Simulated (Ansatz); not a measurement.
Molecule: C$_{5}$H$_{13}$O, net charge 1, singlet state. It need not be the lowest isomer of its formula. 
Structure (B3LYP-D3(BJ)/def2-TZVP (Ansatz, a first-principles code) minimum search):
```
C
C 1 1.5064
H 2 1.0888 1 111.59
H 2 1.0889 3 109.95 1 -125.57
H 2 1.0912 3 107.98 4 -116.43
C 1 1.5075 2 114.80 3 -171.90
H 6 1.0889 1 112.42 2 48.64
H 6 1.0906 7 109.83 1 -125.61
H 6 1.0914 7 107.16 8 -116.27
C 1 1.5093 2 113.94 3 53.58
H 10 1.0892 1 111.66 2 -51.38
H 10 1.0906 11 107.95 1 -118.74
H 10 1.0923 11 109.89 12 -116.29
O 1 1.6253 2 103.89 3 -55.64
H 14 0.9715 1 108.68 2 161.10
C 14 1.4732 15 110.78 1 -136.16
H 16 1.0833 14 106.34 15 -173.77
H 16 1.0861 17 110.38 14 -114.61
H 16 1.0861 17 111.89 18 -125.21
```
Charge +1, spin multiplicity 1.

Total electronic energies in hartree. Valence correlation only, unless marked. Spin-orbit coupling is left out. Non-relativistic. CBS marks a two-point X^-3 extrapolation of the correlation energy; Hartree-Fock from the larger set. The bracket is a focal-point correction in the basis named.

```csv
level,program,energy (Eh)
B3LYP/def2-TZVPD,Ansatz,(withheld)
PBE0/STO-3G,Ansatz,(withheld)
r2SCANh-D4/def2-TZVPD,Ansatz + dftd4,-273.23744
r2SCANh/def2-TZVPD,Ansatz,-273.23390
r2SCAN0-D4/def2-TZVPD,Ansatz + dftd4,-273.22242
LC-wPBE-D3(BJ)/def2-TZVPD,Ansatz + dftd3,-273.26236
RI-MP2/cc-pVTZ,Ansatz,-272.73425
"RI-MP2/CBS(cc-pVTZ,cc-pVQZ)",Ansatz,-272.8764
"RI-MP2/CBS(cc-pVTZ,cc-pVQZ)+[CCSD(T)-MP2]/cc-pVTZ",Ansatz,-272.9845
```

### Question
What belongs in the gaps?

### Answer

- B3LYP/def2-TZVPD, energy (Eh): -273.42044
- PBE0/STO-3G, energy (Eh): -269.69772
